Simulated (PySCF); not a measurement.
Bond stretch in SiS, singlet.

Methods: UKS-LDA (SVWN5) = unrestricted LDA (SVWN5)/cc-pVDZ in PySCF; UKS-BHandHLYP = unrestricted BHandHLYP/cc-pVDZ (PySCF 2.14.0); UKS-PBE0 = unrestricted PBE0/cc-pVDZ (PySCF).

Magnitude of the dipole moment (D; its direction can reverse along the curve, and a method can change to another solution) and Mulliken charge of the fragment that holds Si1:

```json
[
 {"R / Å": "1.46", "μ UKS-LDA (SVWN5)": "0.29", "q UKS-LDA (SVWN5)": "0.04", "μ UKS-BHandHLYP": "0.17", "q UKS-BHandHLYP": "0.11", "μ UKS-PBE0": "0.25", "q UKS-PBE0": "0.09"},
 {"R / Å": "1.55", "μ UKS-LDA (SVWN5)": "0.01", "q UKS-LDA (SVWN5)": "0.02", "μ UKS-BHandHLYP": "0.17", "q UKS-BHandHLYP": "0.10", "μ UKS-PBE0": "0.07", "q UKS-PBE0": "0.07"},
 {"R / Å": "1.65", "μ UKS-LDA (SVWN5)": "0.33", "q UKS-LDA (SVWN5)": "0.03", "μ UKS-BHandHLYP": "0.59", "q UKS-BHandHLYP": "0.12", "μ UKS-PBE0": "0.46", "q UKS-PBE0": "0.09"},
 {"R / Å": "1.74", "μ UKS-LDA (SVWN5)": "0.66", "q UKS-LDA (SVWN5)": "0.06", "μ UKS-BHandHLYP": "1.00", "q UKS-BHandHLYP": "0.15", "μ UKS-PBE0": "0.83", "q UKS-PBE0": "0.12"},
 {"R / Å": "1.83", "μ UKS-LDA (SVWN5)": "0.99", "q UKS-LDA (SVWN5)": "0.10", "μ UKS-BHandHLYP": "1.42", "q UKS-BHandHLYP": "0.20", "μ UKS-PBE0": "1.22", "q UKS-PBE0": "0.16"},
 {"R / Å": "1.86", "μ UKS-LDA (SVWN5)": "1.10", "q UKS-LDA (SVWN5)": "0.11", "μ UKS-BHandHLYP": "1.56", "q UKS-BHandHLYP": "0.21", "μ UKS-PBE0": "1.34", "q UKS-PBE0": "0.18"},
 {"R / Å": "1.93", "μ UKS-LDA (SVWN5)": "1.36", "q UKS-LDA (SVWN5)": "0.14", "μ UKS-BHandHLYP": "1.89", "q UKS-BHandHLYP": "0.24", "μ UKS-PBE0": "1.64", "q UKS-PBE0": "0.21"},
 {"R / Å": "1.98", "μ UKS-LDA (SVWN5)": "1.54", "q UKS-LDA (SVWN5)": "0.16", "μ UKS-BHandHLYP": "2.12", "q UKS-BHandHLYP": "0.27", "μ UKS-PBE0": "1.85", "q UKS-PBE0": "0.23"},
 {"R / Å": "2.07", "μ UKS-LDA (SVWN5)": "1.85", "q UKS-LDA (SVWN5)": "0.20", "μ UKS-BHandHLYP": "2.53", "q UKS-BHandHLYP": "0.30", "μ UKS-PBE0": "2.22", "q UKS-PBE0": "0.26"},
 {"R / Å": "2.14", "μ UKS-LDA (SVWN5)": "2.07", "q UKS-LDA (SVWN5)": "0.22", "μ UKS-BHandHLYP": "2.83", "q UKS-BHandHLYP": "0.32", "μ UKS-PBE0": "2.49", "q UKS-PBE0": "0.28"},
 {"R / Å": "2.24", "μ UKS-LDA (SVWN5)": "2.38", "q UKS-LDA (SVWN5)": "0.24", "μ UKS-BHandHLYP": "3.25", "q UKS-BHandHLYP": "0.35", "μ UKS-PBE0": "2.86", "q UKS-PBE0": "0.31"},
 {"R / Å": "2.42", "μ UKS-LDA (SVWN5)": "2.87", "q UKS-LDA (SVWN5)": "0.26", "μ UKS-BHandHLYP": "—", "q UKS-BHandHLYP": "—", "μ UKS-PBE0": "3.46", "q UKS-PBE0": "0.33"},
 {"R / Å": "2.61", "μ UKS-LDA (SVWN5)": "3.30", "q UKS-LDA (SVWN5)": "0.27", "μ UKS-BHandHLYP": "3.14", "q UKS-BHandHLYP": "0.30", "μ UKS-PBE0": "3.25", "q UKS-PBE0": "0.29"},
 {"R / Å": "2.88", "μ UKS-LDA (SVWN5)": "3.43", "q UKS-LDA (SVWN5)": "0.25", "μ UKS-BHandHLYP": "3.70", "q UKS-BHandHLYP": "0.30", "μ UKS-PBE0": "3.16", "q UKS-PBE0": "0.25"},
 {"R / Å": "3.19", "μ UKS-LDA (SVWN5)": "3.32", "q UKS-LDA (SVWN5)": "0.21", "μ UKS-BHandHLYP": "3.61", "q UKS-BHandHLYP": "0.24", "μ UKS-PBE0": "3.49", "q UKS-PBE0": "0.23"},
 {"R / Å": "3.46", "μ UKS-LDA (SVWN5)": "3.24", "q UKS-LDA (SVWN5)": "0.18", "μ UKS-BHandHLYP": "2.91", "q UKS-BHandHLYP": "0.17", "μ UKS-PBE0": "3.40", "q UKS-PBE0": "0.20"},
 {"R / Å": "3.86", "μ UKS-LDA (SVWN5)": "3.17", "q UKS-LDA (SVWN5)": "0.16", "μ UKS-BHandHLYP": "1.88", "q UKS-BHandHLYP": "0.10", "μ UKS-PBE0": "2.70", "q UKS-PBE0": "0.14"},
 {"R / Å": "4.20", "μ UKS-LDA (SVWN5)": "3.16", "q UKS-LDA (SVWN5)": "0.15", "μ UKS-BHandHLYP": "1.16", "q UKS-BHandHLYP": "0.05", "μ UKS-PBE0": "2.04", "q UKS-PBE0": "0.10"},
 {"R / Å": "4.69", "μ UKS-LDA (SVWN5)": "3.22", "q UKS-LDA (SVWN5)": "0.14", "μ UKS-BHandHLYP": "0.48", "q UKS-BHandHLYP": "0.02", "μ UKS-PBE0": "1.18", "q UKS-PBE0": "0.05"},
 {"R / Å": "5.26", "μ UKS-LDA (SVWN5)": "3.36", "q UKS-LDA (SVWN5)": "0.13", "μ UKS-BHandHLYP": "0.09", "q UKS-BHandHLYP": "0.00", "μ UKS-PBE0": "0.48", "q UKS-PBE0": "0.02"},
 {"R / Å": "5.76", "μ UKS-LDA (SVWN5)": "3.52", "q UKS-LDA (SVWN5)": "0.13", "μ UKS-BHandHLYP": "0.05", "q UKS-BHandHLYP": "0.00", "μ UKS-PBE0": "0.05", "q UKS-PBE0": "0.00"},
 {"R / Å": "6.78", "μ UKS-LDA (SVWN5)": "3.88", "q UKS-LDA (SVWN5)": "0.12", "μ UKS-BHandHLYP": "0.02", "q UKS-BHandHLYP": "0.00", "μ UKS-PBE0": "0.02", "q UKS-PBE0": "0.00"},
 {"R / Å": "7.81", "μ UKS-LDA (SVWN5)": "4.27", "q UKS-LDA (SVWN5)": "0.11", "μ UKS-BHandHLYP": "0.01", "q UKS-BHandHLYP": "0.00", "μ UKS-PBE0": "0.01", "q UKS-PBE0": "0.00"}
]
```

Dashes: no converged value, or the column stops at the first point that the program doubted or that broke a chosen test of continuity, which isn't proof of a fault.

The unrestricted solution behind UKS-LDA (SVWN5) changes between 2.88 and 3.19 Å, which can leave a kink. The unrestricted determinant behind UKS-LDA (SVWN5) is spin-contaminated at 2.88 to 7.81 Å (<S²> up to 1.9, against 0.00 for a pure singlet). At the longest distance UKS-LDA (SVWN5) leaves fractional charges on the fragments, a sign of delocalisation error or of the restricted form. The unrestricted determinant behind UKS-BHandHLYP is spin-contaminated at 2.42 to 7.81 Å (<S²> up to 2.0, against 0.00 for a pure singlet). The unrestricted solution behind UKS-PBE0 changes between 2.61 and 2.88 Å, which can leave a kink. The unrestricted determinant behind UKS-PBE0 is spin-contaminated at 2.61 to 7.81 Å (<S²> up to 2.0, against 0.00 for a pure singlet).
